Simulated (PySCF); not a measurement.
Compound: CH6BrGeP.
InChI=1S/CH6BrGeP/c1-3(2)4/h3H,4H2,1H3/t3-/m0/s1

Computed, not measured: TDDFT CAM-B3LYP/def2-SVPD, vertical, gas phase, core orbitals frozen in the response (PySCF 2.14.0, density-fitted response routines). The structure is a single PBE0-D3(BJ)/def2-SVP conformer in the gas phase; no vibrational or solvent corrections. Relativistic effects, spin–orbit coupling among them, are left out although an element past zinc is present. Torsions of this conformer, `[CH3:1][Ge@H:2]([PH2:3])[Br:4]`: H–P3–Ge2–C1 82°, H–P3–Ge2–C1 176°.

Each state is given a Gaussian of 0.3 eV full width at half maximum, with ε(max) = 2.175×10⁸ f / Δν̃ (Δν̃ the width in cm⁻¹). The width is an assumption, not a result. The curve ends short of the highest state used, and states not computed would add to its high-energy end.

(λ (nm), ε (L mol⁻¹ cm⁻¹)): (174.6, 9200), (175.5, 10077), (176.4, 11063), (177.3, 12151), (178.2, 13240), (179.1, 14160), (180.0, 14729), (180.9, 14824), (181.8, 14417), (182.7, 13568), (183.6, 12395), (184.5, 11028), (185.4, 9584), (186.3, 8156), (187.2, 6813), (188.1, 5604), (189.0, 4558), (189.9, 3691), (190.8, 3003), (191.7, 2481), (192.6, 2106), (193.5, 1853), (194.4, 1698), (195.3, 1615), (196.2, 1583), (197.2, 1592), (198.1, 1635), (199.0, 1715), (199.9, 1843), (200.8, 2029), (201.7, 2278), (202.6, 2580), (203.5, 2914), (204.4, 3242), (205.3, 3523), (206.2, 3714), (207.1, 3786), (208.0, 3723), (208.9, 3526), (209.8, 3218), (210.7, 2829), (211.6, 2397), (212.5, 1959), (213.4, 1545), (214.3, 1178), (215.2, 867), (216.1, 618), (217.0, 427), (217.9, 285), (218.8, 185), (219.8, 111), (220.7, 67), (221.6, 40), (222.5, 23), (223.4, 13), (224.3, 7)

Problem. Locate the maxima and give the states behind the curve.

Solution. 207 nm (5.99 eV), ε about 3800, made up of S1 (97%); 181 nm (6.86 eV), ε about 15000, made up of S4 (17%) and S5 (77%) (ε in L mol⁻¹ cm⁻¹; maxima over ε = 5, shares over 10%). The states used: S1 5.98 eV (f 0.041); S2 6.27 eV (f 0.013); S3 6.51 eV (f 0.013); S4 6.71 eV (f 0.062); S5 6.88 eV (f 0.128); S6 7.12 eV (f 0.066); S7 7.28 eV (f 0.015); S8 7.38 eV (f 0.016); S9 7.67 eV (f 0.0077); S10 7.70 eV (f 0.052).

Problem. What would ε be at 6.86 eV, the highest of these maxima, with half the width (0.15 eV)?

Solution. About 22200 L mol⁻¹ cm⁻¹ against 14800, a factor of about 1.5; a lone state at its own centre would give exactly 2.

Problem. On this curve, what absorbance would a 10⁻⁴ mol/L sample give at 222 nm over a 1 cm path?

Solution. 222 nm is 5.585 eV, where ε is about 31 L mol⁻¹ cm⁻¹, so A = ε c l ≈ 0.0031 (Beer–Lambert, with the gas-phase spectrum and the assumed width).

Problem. Coming from long wavelengths, where does ε first pass 100 L mol⁻¹ cm⁻¹?

Solution. At about 220 nm (5.64 eV), 0.34 eV below S1.

The vertical ionisation energy (ΔSCF) is 9.67 eV, 1.96 eV above S10.

Hardware: one thread of an x86-64 server, no GPU (shared host). Cost: 1.7 min.
